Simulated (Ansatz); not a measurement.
Gas-phase electronic energies from Ansatz, PBE0-D4/def2-TZVP geometries. CCSD(T)/CBS is the MP2 limit (def2-TZVPP, def2-QZVPP) plus CCSD(T) − MP2 in def2-TZVPP, frozen cores. This one scheme is used for every species. DFT in def2-TZVPP. One conformer a species, not always the lowest.

Consider the hydrogenolysis of the Si–N bond: `N[Si](O)(O)O` + H₂ → `O[SiH](O)O` + NH₃.

`N[Si](O)(O)O`:

Cartesian coordinates in Å:
```
N 0.893 -1.035 0.638
Si -0.099 0.104 -0.135
O -1.715 -0.174 -0.190
O 0.444 0.101 -1.676
O 0.011 1.534 0.664
H 1.209 -1.845 0.131
H 0.808 -1.220 1.623
H -2.248 0.362 0.399
H -0.201 0.353 -2.339
H 0.898 1.820 0.886
```

H₂:

Cartesian coordinates in Å:
```
H -0.214 -0.300 -0.061
H 0.214 0.300 0.061
```

`O[SiH](O)O`:

Cartesian coordinates in Å:
```
O -1.514 -0.627 -0.094
Si -0.075 0.105 -0.318
O 1.218 -0.769 0.190
O -0.032 1.477 0.567
H -1.844 -0.691 0.805
H -0.004 0.340 -1.773
H 1.424 -1.578 -0.279
H 0.825 1.744 0.902
```

NH₃:

```xyz
4

N    -0.167   -0.187    0.129
H     0.672    0.002    0.664
H     0.130   -0.515   -0.782
H    -0.635    0.699   -0.012
```

| level | ΔE (kJ/mol) |
| --- | --- |
| r2SCAN-D4 | 55.9 |
| r2SCANh | 54.2 |
| LC-ωPBE | 48.6 |
| CCSD(T)/def2-TZVPP | 50.6 |

(1) What does CCSD(T)/CBS give? (Estimate.)

(2) What do rigid-rotor, harmonic-oscillator terms from PBE0-D4/def2-TZVP frequencies (298.15 K, 1 bar) make of the CCSD(T)/CBS value? (Best estimate.)

Largest T1 diagnostic among the species: 0.011.

Results:

(1) Ansatz gave: +51.9 kJ/mol. The listed levels differ from it by 4.0, 2.3, -3.3, -1.3 kJ/mol.

(2) The calculation gave: ΔZPE = +15.8 kJ/mol, ΔH = +65.0 kJ/mol, ΔS = 32 J/(mol·K), ΔG = +55.3 kJ/mol.

Leaving LDA and LC-ωPBE aside and taking each functional with its dispersion term where it has one, the values, not all of them listed here, spread over 8.4 kJ/mol, from B2PLYP to r2SCAN-D4. LDA lies +12.6 kJ/mol from PBE without D4. In def2-TZVPP, CCSD(T) changes the Hartree–Fock value by +10.4 kJ/mol (the triples alone add +2.4 kJ/mol) and MP2 by +15.0 kJ/mol.
